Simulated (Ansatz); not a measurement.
CH$_{2}$OTe (`O=C[TeH]`), relaxed with RKS PBE-D4/def2-SVP in Ansatz 0.2.0 from a rough embedded geometry. The force threshold is 0.03 eV/Å; the program also tests the step.

The species carries charge 0 and has multiplicity 1. Te: def2 effective core potential.

Start:

```xyz
5

O    -1.601    0.289   -0.006
C    -0.537    0.110    0.470
Te    1.161    0.734   -0.577
H    -0.363   -0.315    1.423
H     1.340   -0.818   -1.310
```

Question: How much energy does the relaxation release, and in how many steps? (Best estimate.)

Answer: Computed: 65.11 kJ/mol, in 11 steps, 1 of them rejected.

Question: Which bonds change most? (Best estimate.)

Answer: Computed: C2–Te3 from 2.090 to 2.196 Å; C2–H4 from 1.058 to 1.127 Å; Te3–H5 from 1.725 to 1.681 Å; O1–C2 from 1.179 to 1.201 Å.

Question: Give the relaxed structure. (An estimate is asked.)

Answer: Computed: 
```xyz
5

O    -1.664    0.794    0.436
C    -0.677    0.124    0.303
Te    1.013    0.678   -0.985
H    -0.500   -0.865    0.814
H     1.828   -0.732   -0.568
```
